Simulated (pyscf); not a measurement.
**Cl–GeH₂–Cl, singlet**

Gas-phase minimum from PySCF at ωB97X-D3(BJ)/def2-SVP, one conformer. 

SMILES: [Cl][GeH2][Cl]
```xyz
5

Cl     0.8437     2.2735    -0.5625
Ge     0.2006     0.2288    -0.5563
Cl     0.4250    -0.5264     1.4372
H     -1.2811     0.1915    -0.9186
H      1.1224    -0.5663    -1.4762
```

Bond lengths (Å): Cl1–Ge2 2.143, Ge2–Cl3 2.143, Ge2–H4 1.526, Ge2–H5 1.526. Angles (°): Cl1–Ge2–Cl3 107.9, Cl1–Ge2–H4 108.3, Cl1–Ge2–H5 108.3, Cl3–Ge2–H4 108.3, Cl3–Ge2–H5 108.3, H4–Ge2–H5 115.5.

Properties at ωB97X-D3(BJ)/def2-SVP:

Harmonic wavenumbers, unscaled: 152, 441, 459, 534, 670, 817, 877, 2240, 2248 cm⁻¹
Zero-point energy: 12.1 kcal/mol
Rotational symmetry number: 2
Entropy of this conformer at 298 K and 1 atm, rigid rotor and harmonic oscillator, modes under 100 cm⁻¹ raised to 100: 299.7 J/(mol K)
Dipole moment: 2.07 D

Single-point totals, which compare only within one level (frozen core for MP2 and CC):

| level | total energy (hartree) |
|---|---|
| ωB97X-D3(BJ)/def2-TZVP | -2998.68667 |
| PBE/def2-TZVP | -2998.01762 |
| r²SCAN/def2-TZVP | -2998.64469 |
| B3LYP-D3(BJ)/def2-TZVP | -2998.79893 |
| PBE0-D3(BJ)/def2-TZVP | -2998.15317 |
| M06-2X/def2-TZVP | -2998.68801 |
| ωB97M-D3(BJ)/def2-TZVP | -2998.83411 |
| HF/def2-TZVPP | -2995.64600 |
| MP2/def2-TZVPP | -2996.27664 |
| CCSD/def2-TZVPP | -2996.31379 |
| CCSD(T)/def2-TZVPP | -2996.34045 |

The CCSD(T) − MP2 part came from Ansatz, without density fitting, on the same reference. The frozen core leaves the outer d or s,p core shells of the metals and heavy elements correlated in the MP2 and CC values, and def2-TZVPP describes them poorly, so these totals are far from the basis limit. Elements up to Kr have no core potential and no relativistic terms here.
